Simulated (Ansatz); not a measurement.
C4H10Sb, doublet, at a GFN2-xTB geometry (the spin is typed, not shown lowest) (all electrons, no relativity); PBE0/STO-3G (Ansatz, a first-principles code).

Input for Ansatz:
Ansatz 0.2 input:
```yaml
crystal:
  periodic: [false, false, false]
  atoms:
    - {symbol: Sb, position_ang: [0.69795184, 0.22099115, 0.17324358]}
    - {symbol: C, position_ang: [-0.97707771, -0.60323738, 1.35141399]}
    - {symbol: C, position_ang: [-1.09839577, -2.10555151, 1.20328085]}
    - {symbol: H, position_ang: [-1.88914187, -0.11172102, 1.01763682]}
    - {symbol: H, position_ang: [-0.81080658, -0.33758433, 2.39354113]}
    - {symbol: H, position_ang: [-0.19955431, -2.60306815, 1.56347303]}
    - {symbol: H, position_ang: [-1.24709769, -2.38339216, 0.16131483]}
    - {symbol: H, position_ang: [-1.94675887, -2.48108930, 1.77591681]}
    - {symbol: C, position_ang: [-0.45619637, 0.14942256, -1.70717713]}
    - {symbol: C, position_ang: [-1.42581751, 1.30631470, -1.82983375]}
    - {symbol: H, position_ang: [-0.98885328, -0.79953306, -1.73200443]}
    - {symbol: H, position_ang: [0.25381004, 0.16122358, -2.53179720]}
    - {symbol: H, position_ang: [-0.89468298, 2.25660190, -1.83508144]}
    - {symbol: H, position_ang: [-2.12972381, 1.31419564, -0.99949967]}
    - {symbol: H, position_ang: [-1.99781017, 1.23212797, -2.75502631]}
basis:
  gaussian:
    orbitals: STO-3G
hamiltonian:
  xc: pbe0
magnetization: {spin_polarized: true, initial_magnetization: 1}
```

Output, abridged:

```
Functional definition: PBE0
701 factors; integrals over basis functions are off by at most 3.9e-5 eV
mean field evaluation 1: about -174412.3157 eV, gradient 3.0e0 eV
mean field evaluation 2: about -174412.4079 eV, gradient 6.8e-1 eV
mean field evaluation 4: about -174412.4119 eV, gradient 1.1e-1 eV
mean field evaluation 8: about -174412.3457 eV, gradient 2.6e-3 eV
mean field -174412.34569388 eV, -6409.5354833162 hartree, gradient 3.0e-5 eV, S^2 0.753006; 0 other end points of the search recorded, 0 dependent functions left out
reference -174412.34571563 eV, -6409.5354841155 hartree; 43, 42 occupied and 14, 15 virtual orbitals, 701 factors
Total energy: -174412.34571563 eV, -6409.5354841155 hartree
```
